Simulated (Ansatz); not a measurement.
`[F][GeH2][NH][GeH3]` + H₂O → `[OH][GeH2][F]` + `[NH2][GeH3]` at 700 K and 1 bar (formal hydrolysis of a Ge–N bond).

Computed with Ansatz on PBE0-D4/def2-TZVP structures; ΔE is electronic, products minus reactants. CCSD(T)/CBS is the MP2 limit (def2-TZVPP, def2-QZVPP) plus CCSD(T) − MP2 in def2-TZVPP, frozen cores. This one scheme is used for every species. For Ge outer-core shells are correlated without core-valence functions, which leaves a few kJ/mol of doubt a bond. Scalar relativity is left out up to krypton. One conformer a species, not always the lowest.

| species | CCSD(T)/CBS energy (Eh) | H − E (kJ/mol) | S (J/(mol·K)) |
| --- | --- | --- | --- |
| `[F][GeH2][NH][GeH3]` | -4310.37685 | 232.5 | 490.2 |
| H₂O | -76.37941 | 80.5 | 218.4 |
| `[OH][GeH2][F]` | -2252.93819 | 134.1 | 365.3 |
| `[NH2][GeH3]` | -2133.81884 | 177.8 | 349.1 |

H − E and S are ideal-gas, rigid-rotor, harmonic terms from PBE0-D4/def2-TZVP, for one conformer and one mirror image of each species. 1 Eh = 2625.50 kJ/mol, R = 8.31446 J/(mol·K).

Problem. By hand: ΔE, ΔH, ΔS and ΔG.

Solution. ΔE = (-2252.93819) + (-2133.81884) − (-4310.37685) − (-76.37941) = -0.00077 Eh = -2.0 kJ/mol. Δ(H − E) = 134.1 + 177.8 − 232.5 − 80.5 = -1.1, so ΔH = -3.1 kJ/mol. ΔS = 365.3 + 349.1 − 490.2 − 218.4 = 5.8 J/(mol·K). ΔG = -3.1 − 700 × (5.8)/1000 = -7.2 kJ/mol.

Problem. By hand: the equilibrium constant, and the temperature at which ΔG would vanish if ΔH and ΔS stayed fixed.

Solution. log₁₀ K = −ΔG/(RT ln 10) = 0.5. ΔH and −TΔS have one sign here, so there is no such temperature.

TΔS isn't small against ΔH here. A doubt of 5 kJ/mol in ΔE shifts log₁₀ K by 0.4 here. Other conformers and mirror images would add mixing entropy, several J/(mol·K) or more a flexible species. Modes under 60 cm⁻¹, often nearly free rotors, make the harmonic entropy too high. These are equilibria of isolated gas molecules and say nothing of rates. Largest T1 diagnostic: 0.012 (customary marks: 0.02 for closed shells, 0.045 for open ones).

ΔS is within the doubt of such terms, so its sign, and with it that verdict, could turn.
